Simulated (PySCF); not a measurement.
Job for PySCF: R-M06-2X/def2-TZVPPD on CH5N (SMILES CN).

```python
from pyscf import gto, dft

mol = gto.M(
    atom='''
    C     0.42266920   -0.08409219   -0.17174038
    N    -0.56392928    0.64091677    0.62844889
    H     0.01573767   -1.05905078   -0.44483626
    H     1.31075178   -0.26230605    0.43577258
    H     0.73302948    0.42346912   -1.09424791
    H    -1.41733207    0.79590041    0.10579976
    H    -0.21135666    1.55009867    0.90148183
    ''',
    basis='def2-tzvppd',
    charge=0, spin=0, verbose=4, max_memory=1800)
mf = dft.RKS(mol, xc='m062x').density_fit(auxbasis='def2-universal-jkfit')
mf.grids.level = 4
mf.conv_tol = 1e-9
mf.max_cycle = 150
mf.kernel()
mf.dip_moment()
```

Output:

```
PySCF version 2.14.0

[INPUT] verbose = 4
[INPUT] num. atoms = 7
[INPUT] num. electrons = 18
[INPUT] charge = 0
[INPUT] spin (= nelec alpha-beta = 2S) = 0
[INPUT] symmetry False subgroup None
[INPUT] Mole.unit = angstrom
[INPUT] Symbol           X                Y                Z      unit          X                Y                Z       unit  Magmom
[INPUT]  1 C      0.422669200000  -0.084092190000  -0.171740380000 AA    0.798729029289  -0.158911208315  -0.324542282729 Bohr   0.0
[INPUT]  2 N     -0.563929280000   0.640916770000   0.628448890000 AA   -1.065671892823   1.211157163941   1.187596285387 Bohr   0.0
[INPUT]  3 H      0.015737670000  -1.059050780000  -0.444836260000 AA    0.029739886139  -2.001315926207  -0.840618701676 Bohr   0.0
[INPUT]  4 H      1.310751780000  -0.262306050000   0.435772580000 AA    2.476961881486  -0.495686595316   0.823490828795 Bohr   0.0
[INPUT]  5 H      0.733029480000   0.423469120000  -1.094247910000 AA    1.385224958432   0.800240659011  -2.067828862278 Bohr   0.0
[INPUT]  6 H     -1.417332070000   0.795900410000   0.105799760000 AA   -2.678369439863   1.504033797329   0.199932570445 Bohr   0.0
[INPUT]  7 H     -0.211356660000   1.550098670000   0.901481830000 AA   -0.399406202003   2.929261952353   1.703553764972 Bohr   0.0

nuclear repulsion = 42.0116568650257
number of shells = 61
number of NR pGTOs = 199
number of NR cGTOs = 159
basis = def2-tzvppd
ecp = {}


******** <class 'pyscf.df.df_jk.DFRKS'> ********
method = DFRKS
initial guess = minao
damping factor = 0
level_shift factor = 0
DIIS = <class 'pyscf.scf.diis.CDIIS'>
diis_start_cycle = 1
diis_space = 8
diis_damp = 0
SCF conv_tol = 1e-09
SCF conv_tol_grad = None
SCF max_cycles = 150
direct_scf = False
XC library pyscf.dft.libxc version 7.1.2
    S. Lehtola, C. Steigemann, M. J. T. Oliveira, and M. A. L. Marques,  SoftwareX 7, 1–5 (2018)
XC functionals = m062x
    Y. Zhao and D. G. Truhlar,  Theor. Chem. Acc. 120, 215 (2008)
    Y. Zhao and D. G. Truhlar,  Theor. Chem. Acc. 120, 215 (2008)
radial grids:
    Treutler-Ahlrichs [JCP 102, 346 (1995); DOI:10.1063/1.469408] (M4) radial grids

becke partition: Becke, JCP 88, 2547 (1988); DOI:10.1063/1.454033
pruning grids: <function nwchem_prune>
grids dens level: 4
symmetrized grids: False
atomic radii adjust function: <function treutler_atomic_radii_adjust>
small_rho_cutoff = 0
Set gradient conv threshold to 3.16228e-05
Initial guess from minao.
tot grids = 135024
******** <class 'pyscf.df.df.DF'> ********
auxbasis = def2-universal-jkfit
init E= -95.85883384357
  HOMO = -0.290431285488026  LUMO = 0.00197086671185856  gap/eV = 7.95667
cycle= 1 E= -95.8287656453822  delta_E= 0.0301  |g|= 0.271  |ddm|= 1.69
  HOMO = -0.254696489448236  LUMO = 0.0225606801542531  gap/eV = 7.54455
cycle= 2 E= -95.8332368345033  delta_E= -0.00447  |g|= 0.253  |ddm|= 0.674
  HOMO = -0.309840109210747  LUMO = 0.01990138128609  gap/eV = 8.97272
cycle= 3 E= -95.8461842971301  delta_E= -0.0129  |g|= 0.0336  |ddm|= 0.291
  HOMO = -0.306129158288989  LUMO = 0.0203872005644986  gap/eV = 8.88496
cycle= 4 E= -95.846395707132  delta_E= -0.000211  |g|= 0.00807  |ddm|= 0.0409
  HOMO = -0.306321549344695  LUMO = 0.0203899835683718  gap/eV = 8.89027
cycle= 5 E= -95.8464091592568  delta_E= -1.35e-05  |g|= 0.00281  |ddm|= 0.00825
  HOMO = -0.306350230764572  LUMO = 0.0203272648773377  gap/eV = 8.88935
cycle= 6 E= -95.8464110839247  delta_E= -1.92e-06  |g|= 0.00052  |ddm|= 0.0032
  HOMO = -0.306302354360305  LUMO = 0.0203361975969632  gap/eV = 8.88829
cycle= 7 E= -95.8464111649817  delta_E= -8.11e-08  |g|= 7.35e-05  |ddm|= 0.00139
  HOMO = -0.306310520282572  LUMO = 0.0203334166041597  gap/eV = 8.88843
cycle= 8 E= -95.8464111689857  delta_E= -4e-09  |g|= 2.03e-05  |ddm|= 0.000442
  HOMO = -0.306312058698161  LUMO = 0.0203332238163739  gap/eV = 8.88847
cycle= 9 E= -95.8464111693152  delta_E= -3.3e-10  |g|= 3.81e-06  |ddm|= 0.000136
  HOMO = -0.306311457089841  LUMO = 0.0203332102287789  gap/eV = 8.88845
Extra cycle  E= -95.8464111693222  delta_E= -7.05e-12  |g|= 2.41e-06  |ddm|= 1.09e-05
converged SCF energy = -95.8464111693222
Dipole moment(X, Y, Z, Debye):  0.23132,  0.72964, -1.04263
```

Self-consistency was reached.

Cost: around 27 core-seconds (rough).
